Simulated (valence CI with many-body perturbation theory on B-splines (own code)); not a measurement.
Yb64+: electric-dipole lines

Level of theory: valence CI with perturbative core correlation (CI+MBPT): four valence electrons over a frozen Dirac-Fock core [He], radial functions for each j: 11 s, 11 p, 10 d, 8 f, 5 g, 2 h, with the one-electron correlation potential Σ1 (screened to all orders), the two-electron term Σ2, the three-electron term Σ3, Breit, model QED; selected single and double excitations, second order for the rest, scaled by the run's own slope (own B-spline code, finite nucleus).

The last digits are not significant, and no measured levels were compared; by estimate large intervals hold to a few tenths of a per cent, small ones and those within an open d or f shell to about a per cent. Among the levels kept, up to 1100 cm⁻¹ of a level comes from second order outside the variational space, and about a tenth of that is noise between levels of different J, which matters for small intervals.

Lines 201 to 250 of 533 in falling wavelength, among levels below 12474 eV, chosen from the strongest by gf and those to the six lowest levels. Wavelengths and rates use the calculated energies. Electric multipoles are in the length gauge, E1 and E2 with the static RPA response of the core. Weak lines are less certain than strong ones. Lines between different terms over intervals too small for the method are left out, as are lines whose strength nearly cancels. The highest levels of a list are the least certain.

Levels are named by their leading jj configuration (3d3/2^4 stands for four electrons in 3d with j = 3/2), which in mixed levels can hold well under half, so a name can repeat and another be missing. Letters in brackets count levels of one name in rising energy.

```
λ vac (nm)                           Upper                           Lower   A (s⁻¹)  S (a.u.) with core polarisation  S without
    0.8675   (2p1/2 2p3/2^2 3p1/2) J=1 [b]  (2s 2p1/2 2p3/2 3p1/2) J=1 [b]  3.66e+12                         3.54e-03   3.54e-03
    0.8675  (2s 2p1/2 2p3/2 3d5/2) J=1 [c]          (2s^2 2p1/2 3d5/2) J=2  7.02e+12                         6.79e-03   6.80e-03
    0.8674  (2s 2p1/2 2p3/2 3p3/2) J=2 [d]          (2s^2 2p1/2 3p3/2) J=2  6.07e+12                         9.77e-03   9.78e-03
    0.8673     (2s 2p1/2 2p3/2 3s) J=2 [c]             (2s^2 2p1/2 3s) J=1  6.43e+12                         1.04e-02   1.04e-02
    0.8671     (2s 2p1/2 2p3/2 3s) J=1 [c]             (2s^2 2p1/2 3s) J=0  6.05e+12                         5.84e-03   5.85e-03
    0.8669      (2s 2p3/2^2 3d3/2) J=2 [c]          (2s^2 2p3/2 3d3/2) J=1  2.30e+12                         3.70e-03   3.71e-03
    0.8668       (2p1/2^2 2p3/2 3d3/2) J=2          (2s 2p1/2^2 3d3/2) J=1  2.37e+12                         3.80e-03   3.81e-03
    0.8667       (2p1/2 2p3/2^2 3p1/2) J=0  (2s 2p1/2 2p3/2 3p1/2) J=1 [c]  1.15e+13                         3.68e-03   3.69e-03
    0.8664       (2p1/2^2 2p3/2 3d5/2) J=3          (2s 2p1/2^2 3d5/2) J=2  2.11e+12                         4.74e-03   4.74e-03
    0.8662       (2p1/2^2 2p3/2 3p1/2) J=2          (2s 2p1/2^2 3p1/2) J=1  4.84e+12                         7.76e-03   7.77e-03
    0.8660         (2s 2p3/2^2 3s) J=1 [b]             (2s^2 2p3/2 3s) J=1  9.94e+12                         9.56e-03   9.58e-03
    0.8658       (2p1/2^2 2p3/2 3d3/2) J=3          (2s 2p1/2^2 3d3/2) J=2  4.45e+12                         9.98e-03   1.00e-02
    0.8657      (2s 2p3/2^2 3d5/2) J=3 [c]          (2s^2 2p3/2 3d5/2) J=2  3.00e+12                         6.72e-03   6.73e-03
    0.8650      (2s 2p3/2^2 3d3/2) J=1 [c]          (2s^2 2p3/2 3d3/2) J=0  4.02e+12                         3.85e-03   3.86e-03
    0.8650         (2s 2p3/2^2 3s) J=1 [a]             (2s^2 2p3/2 3s) J=2  5.59e+12                         5.36e-03   5.36e-03
    0.8646      (2s 2p3/2^2 3d3/2) J=2 [b]          (2s^2 2p3/2 3d3/2) J=2  2.40e+12                         3.83e-03   3.83e-03
    0.8646      (2s 2p3/2^2 3d3/2) J=2 [c]          (2s^2 2p3/2 3d3/2) J=3  4.36e+12                         6.95e-03   6.96e-03
    0.8644   (2p1/2 2p3/2^2 3p3/2) J=1 [c]  (2s 2p1/2 2p3/2 3p3/2) J=2 [c]  4.55e+12                         4.36e-03   4.36e-03
    0.8642      (2s 2p3/2^2 3p1/2) J=1 [b]          (2s^2 2p3/2 3p1/2) J=2  5.63e+12                         5.38e-03   5.39e-03
    0.8642      (2s 2p3/2^2 3p3/2) J=3 [b]          (2s^2 2p3/2 3p3/2) J=3  8.57e+12                         1.91e-02   1.91e-02
    0.8636   (2p1/2 2p3/2^2 3p3/2) J=2 [c]  (2s 2p1/2 2p3/2 3p3/2) J=3 [c]  4.18e+12                         6.65e-03   6.66e-03
    0.8636      (2s 2p3/2^2 3d5/2) J=4 [b]          (2s^2 2p3/2 3d5/2) J=4  7.64e+12                         2.19e-02   2.19e-02
    0.8634      (2s 2p3/2^2 3p1/2) J=2 [b]          (2s^2 2p3/2 3p1/2) J=2  9.92e+12                         1.58e-02   1.58e-02
    0.8634      (2s 2p3/2^2 3p1/2) J=1 [a]          (2s^2 2p3/2 3p1/2) J=1  9.69e+12                         9.23e-03   9.25e-03
    0.8632      (2s 2p3/2^2 3p3/2) J=2 [b]          (2s^2 2p3/2 3p3/2) J=3  7.61e+12                         1.21e-02   1.21e-02
    0.8632          (2p1/2^2 2p3/2 3s) J=2             (2s 2p1/2^2 3s) J=1  4.78e+12                         7.59e-03   7.60e-03
    0.8630  (2s 2p1/2 2p3/2 3p3/2) J=1 [d]          (2s^2 2p1/2 3p3/2) J=2  4.33e+12                         4.13e-03   4.13e-03
    0.8617      (2p1/2 2p3/2^2 3s) J=2 [b]     (2s 2p1/2 2p3/2 3s) J=2 [b]  3.82e+12                         6.04e-03   6.05e-03
    0.8617      (2s 2p3/2^2 3d5/2) J=3 [b]          (2s^2 2p3/2 3d5/2) J=4  7.60e+12                         1.68e-02   1.68e-02
    0.8613      (2s 2p3/2^2 3d3/2) J=3 [b]          (2s^2 2p3/2 3d3/2) J=3  4.72e+12                         1.04e-02   1.04e-02
    0.8605          (2s 2p1/2 2p3/2^2) J=0          (2s^2 2p1/2 2p3/2) J=1  5.85e+12                         1.84e-03   1.84e-03
    0.8603      (2s 2p3/2^2 3d5/2) J=2 [c]          (2s^2 2p3/2 3d5/2) J=3  6.64e+12                         1.04e-02   1.04e-02
    0.8599       (2p1/2 2p3/2^2 3d3/2) J=4      (2s 2p1/2 2p3/2 3d3/2) J=4  4.15e+12                         1.17e-02   1.17e-02
    0.8599       (2p1/2^2 2p3/2 3d3/2) J=1          (2s 2p1/2^2 3d3/2) J=1  4.47e+12                         4.21e-03   4.21e-03
    0.8598      (2s 2p3/2^2 3d3/2) J=2 [c]          (2s^2 2p3/2 3d3/2) J=2  2.93e+12                         4.60e-03   4.61e-03
    0.8591       (2p1/2^2 2p3/2 3p3/2) J=2          (2s 2p1/2^2 3p3/2) J=1  2.30e+12                         3.60e-03   3.61e-03
    0.8591       (2p1/2 2p3/2^2 3p1/2) J=3      (2s 2p1/2 2p3/2 3p1/2) J=3  4.74e+12                         1.04e-02   1.04e-02
    0.8590   (2p1/2 2p3/2^2 3d3/2) J=2 [b]  (2s 2p1/2 2p3/2 3d3/2) J=2 [b]  3.13e+12                         4.90e-03   4.90e-03
    0.8589       (2p1/2^2 2p3/2 3d5/2) J=1          (2s 2p1/2^2 3d5/2) J=2  5.39e+12                         5.06e-03   5.07e-03
    0.8587         (2s 2p3/2^2 3s) J=2 [b]             (2s^2 2p3/2 3s) J=2  9.36e+12                         1.46e-02   1.47e-02
    0.8587      (2s 2p1/2 2p3/2^2) J=1 [a]          (2s^2 2p1/2 2p3/2) J=2  8.90e+11                         8.35e-04   8.36e-04
    0.8584      (2s 2p3/2^2 3d5/2) J=1 [b]          (2s^2 2p3/2 3d5/2) J=2  6.82e+12                         6.38e-03   6.39e-03
    0.8577       (2p1/2 2p3/2^2 3p3/2) J=4      (2s 2p1/2 2p3/2 3p3/2) J=4  4.49e+12                         1.26e-02   1.26e-02
    0.8562       (2p1/2^2 2p3/2 3d5/2) J=3          (2s 2p1/2^2 3d5/2) J=3  2.90e+12                         6.29e-03   6.30e-03
    0.8562       (2p1/2^2 2p3/2 3p3/2) J=2          (2s 2p1/2^2 3p3/2) J=2  2.60e+12                         4.03e-03   4.04e-03
    0.8557   (2p1/2 2p3/2^2 3p1/2) J=2 [b]  (2s 2p1/2 2p3/2 3p1/2) J=2 [b]  5.00e+12                         7.73e-03   7.74e-03
    0.8557      (2s 2p3/2^2 3p3/2) J=1 [c]          (2s^2 2p3/2 3p3/2) J=2  7.39e+12                         6.86e-03   6.87e-03
    0.8554          (2s 2p1/2^2 2p3/2) J=1              (2s^2 2p1/2^2) J=0  7.37e+12                         6.83e-03   6.84e-03
    0.8553   (2p1/2 2p3/2^2 3d3/2) J=3 [b]  (2s 2p1/2 2p3/2 3d3/2) J=3 [b]  3.86e+12                         8.35e-03   8.36e-03
    0.8537          (2p1/2 2p3/2^2 3s) J=3         (2s 2p1/2 2p3/2 3s) J=3  4.51e+12                         9.68e-03   9.70e-03
```
